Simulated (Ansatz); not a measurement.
System: C$_{6}$H$_{13}$S, charge 0, multiplicity 2. It need not be the lowest isomer of its formula. SMILES: C[CH]CCCSC
Coordinates optimised at B3LYP-D3(BJ)/def2-TZVP (Ansatz, an electronic-structure program):
```xyz
20

C     -3.2759     1.2698    -0.4745
C     -2.9384    -0.0119     0.1971
C     -1.7363    -0.7959    -0.1936
C     -0.4127    -0.1889     0.3261
C      0.7981    -1.0069    -0.1048
S      2.3995    -0.3877     0.4964
C      2.5586     1.1273    -0.4862
H     -2.6657     2.1085    -0.1037
H     -3.0974     1.2142    -1.5532
H     -4.3186     1.5509    -0.3150
H     -3.4368    -0.2571     1.1276
H     -1.6744    -0.8588    -1.2875
H     -1.8164    -1.8220     0.1777
H     -0.3216     0.8343    -0.0449
H     -0.4388    -0.1270     1.4161
H      0.8442    -1.0898    -1.1938
H      0.7289    -2.0225     0.2907
H      3.5404     1.5434    -0.2647
H      1.8006     1.8639    -0.2237
H      2.5040     0.9044    -1.5525
```
Charge 0, spin multiplicity 2.

Parts of the frozen-core correlation energy in cc-pV(T+d)Z (Ansatz, hartree). Frozen orbitals: 11; correlated occupied orbitals by spin: 22 and 21; virtual: 368 and 369. UHF or UKS for open shells. No spin-orbit coupling. Non-relativistic.

| term | value |
|---|---|
| reference (HF) | -632.36552 |
| MP2 opposite-spin | ? |
| MP2 same-spin | ? |
| CCSD correlation | ? |
| (T) | -0.05318 |
| T1 diagnostic | 0.011 |
| largest doubles amplitude | 0.015 |
| <S^2> of the reference | 0.764 |

Problem. Complete the blanks.

Solution. 
- MP2 opposite-spin, value: -0.92851
- MP2 same-spin, value: -0.27024
- CCSD correlation, value: -1.28235
